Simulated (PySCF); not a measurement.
# Removing an electron from `NCC1[CH2][GeH2][CH2]1`

C4H11GeN.
Cartesian coordinates in Å at the PBE0-D3(BJ)/def2-SVP level; atoms count from 1:
```xyz
17
C4H11GeN angstrom
N      1.9821    1.0959    0.7285
C      1.4699    0.1939   -0.2826
C     -0.0457    0.2680   -0.3619
C     -0.8072   -0.2076    0.9063
Ge    -2.2518   -0.8471   -0.2803
C     -0.6926   -0.6035   -1.4672
H      1.6432    0.8134    1.6470
H      2.9974    1.0449    0.7745
H      1.7499   -0.8750   -0.1360
H      1.8881    0.4887   -1.2610
H     -0.3128    1.3243   -0.5393
H     -0.3070   -1.0709    1.3784
H     -1.0041    0.5542    1.6728
H     -3.4016    0.1551   -0.5006
H     -2.8283   -2.2620   -0.0692
H     -0.7978   -0.1348   -2.4551
H     -0.1607   -1.5625   -1.5853
```

Level: PBE0/def2-SVPD (PySCF). Frontier orbitals with their largest atomic shares (Löwdin; up to four atoms above 4 %):

| orbital | ε (eV) | main atoms |
| --- | --- | --- |
| HOMO−3 | -8.89 | Ge5 20 %, H14 13 %, H15 12 %, C3 11 % |
| HOMO−2 | -7.84 | C6 32 %, Ge5 21 %, C3 11 %, C2 7 % |
| HOMO−1 | -7.83 | C4 37 %, Ge5 23 %, C6 10 %, C3 6 % |
| HOMO | -6.90 | ? |
| LUMO | 0.28 | Ge5 32 %, C4 11 %, H15 10 %, H14 9 % |
| LUMO+1 | 0.62 | Ge5 45 %, H15 12 %, H14 10 %, C4 6 % |
| LUMO+2 | 0.81 | C2 14 %, Ge5 12 %, C6 10 %, H9 7 % |

Task: What vertical ionisation energy does ΔSCF give, and how far is −ε(HOMO) from it?

Result: ΔSCF: 9.01 eV (869 kJ/mol; threshold wavelength 138 nm); ⟨S²⟩ of the doublet left behind is 0.755, against 0.75 for a pure doublet. −ε(HOMO) is 6.90 eV, 2.11 eV below it. For the exact functional −ε(HOMO) would equal the first vertical ionisation energy; PBE0 (global hybrid, 25 % exact exchange) falls short of its own ΔSCF value by 23 %. Holes in the HOMO−1 and HOMO−2 were tried too where these lie within 1.2 eV of the HOMO; the lowest converged state counts.

Task: On which atoms does the HOMO lie?

Result: N1 (primary amine nitrogen) 61 %, C2 (sp3 carbon bound to nitrogen) 14 %, H9 (methylene hydrogen) 7 %, H8 (N–H hydrogen) 6 %, so more than half of it is on one atom. The HOMO−1 lies 0.93 eV lower.

Task: With α = 88.0 au, estimate the like-pair dispersion coefficient by London's formula C6 = (3/4)α²I.

Result: I = 0.3312 Eh, so C6 ≈ 1930 au, a rough estimate.

Task: What total energies stand behind the ΔSCF value?

Result: E(N) = -2289.85359 Eh and E(N − 1) = -2289.52243 Eh at the same geometry, 0.33116 Eh apart.

Isolated species at its PBE0-D3(BJ)/def2-SVP geometry (one conformer only). The calculation is non-relativistic, for germanium too.
